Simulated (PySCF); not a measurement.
A side-by-side comparison of computed properties.

First species: C4H4ClNO.
Bonds: C1–C2, C2–C3 (aromatic), C3–C4 (aromatic), C4–Cl5, C4–N6 (aromatic), N6–O7 (aromatic), C2–O7 (aromatic). Hydrogens: H8, H9, H10 on C1; H11 on C3.

Second species: C4H4ClNO.
SMILES: `N#CCCC(=O)Cl`

Levels: B3LYP/def2-SVPD for dipole moment, HOMO energy, LUMO energy, HOMO–LUMO gap, static isotropic polarisability and electronic spatial extent ⟨r²⟩ about the centre of nuclear charge; TDDFT B3LYP/def2-SVPD for lowest singlet excitation; TDA B3LYP/def2-SVPD for lowest triplet excitation (Tamm–Dancoff); GFN2-xTB for rotational constant A and rotational constant C. Geometries: GFN2-xTB. All species are isolated and taken at one optimised geometry, non-relativistic unless stated; the electronic structure was computed with PySCF and density fitting.

The conformers computed, where there is a choice (atom-mapped SMILES and torsion angles):
- `[N:1]#[C:2][CH2:3][CH2:4][C:5](=[O:6])[Cl:7]`: C2–C3–C4–C5 -72°, C3–C4–C5–O6 -11°

(1) Which has the higher ⟨r²⟩?

(2) Which of the two has the higher LUMO energy, and by how much?

(3) Which of the two has the higher HOMO–LUMO gap, and by how much?

(4) Which has the higher static isotropic polarisability?

(5) Which has the higher rotational constant A?

(6) Which of the two has the higher T1 energy, and by how much?

(7) Which has the higher S1 energy?

(8) Which has the higher HOMO energy?

## Answers

(1) The second: 1050 bohr² against 971 bohr², a difference of 79 bohr².

(2) The first: -0.91 eV against -1.88 eV, a difference of 0.97 eV.

(3) The second: 6.96 eV against 6.62 eV, a difference of 0.34 eV.

(4) The first: 69.8 au against 67.7 au, a difference of 2.1 au.

(5) The first: 7.594 GHz against 4.768 GHz, a difference of 2.826 GHz.

(6) The second: 4.66 eV against 4.22 eV, a difference of 0.44 eV.

(7) The first: 6.34 eV against 5.17 eV, a difference of 1.17 eV.

(8) The first: -7.53 eV against -8.84 eV, a difference of 1.31 eV.

On the first: The polarisability is 10.35 Å³ as a volume (1 au = 0.148185 Å³), or 1.16 au for each of the 60 electrons. S1 lies 0.28 eV below the HOMO–LUMO gap; its leading configuration is HOMO−2→LUMO, weight 0.97.

On the second: S1 lies 1.79 eV below the HOMO–LUMO gap; its leading configuration is HOMO→LUMO, weight 0.97. No computed singlet falls in the visible range (750 to 380 nm, 1.65 to 3.26 eV); S1 lies 1.91 eV above its blue end.
